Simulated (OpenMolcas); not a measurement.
A calculation on I.

* Program: OpenMolcas 26.06
* Method: CASSCF
* Basis: ANO-RCC-VTZP [7s6p4d2f1g]
* Scalar Hamiltonian: DKH2, point nucleus
* Active space: 7 electrons in 4 orbitals (5s 5p)
* State averaging: 2S+1 = 2 odd, 3 roots; 2S+1 = 2 even, 1 root (0 in the spin-orbit step)
* Spin-orbit coupling: state interaction with AMFI integrals over the reference wave functions, term energies averaged over their components

Problem. Which level of the active space comes out lowest?

Solution. 5s² 5p⁵ ²P°_3/2, with 100 % of that term; it is also the measured ground level.

Problem. How high does 5s² 5p⁵ ²P°_1/2 lie?

Solution. 6934 cm⁻¹ above the lowest level; measured 7603 cm⁻¹ above the ground level, so the calculation is off by -9 %.

Measured values: NIST Handbook of Basic Atomic Spectroscopic Data.

Some high roots are left out of the spin-orbit mixing, which shifts the levels that they would mix with. Measured partners are found by configuration, term and J. A level has none where our copy of the source lacks it or the pairing is in doubt (some pairs that miss far off the trend of their configuration count as doubtful), and it then counts in no deviation. Only configurations of the active space appear.

° marks odd parity.
